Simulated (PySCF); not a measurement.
AlFClBr, SMILES [F][Al]([Cl])[Br]. Heavy atoms are numbered as in [Al:1]([F:2])([Cl:3])[Br:4].

Geometry: PBE0-D3(BJ)/def2-SVP.

These are B3LYP/pcSseg-2 run with PySCF values and carry that method's errors.

GIAO shieldings, no solvent; atoms alike by connectivity are averaged. δ = σ(ref) − σ: ¹⁹F against CFCl3 (σ = 159.6 ppm); ³⁵Cl against HCl (σ = 930.0 ppm), references at their B3LYP-D3(BJ)/def2-TZVP geometries, non-relativistic (without spin–orbit terms, shifts of atoms bonded to Cl or Br come out too high).

Computed chemical shifts:
| nucleus | atoms | count | δ (ppm) |
|---|---|---|---|
| ¹⁹F | F2 | 1 | -158.4 |
| ³⁵Cl | Cl3 | 1 | -3.0 |
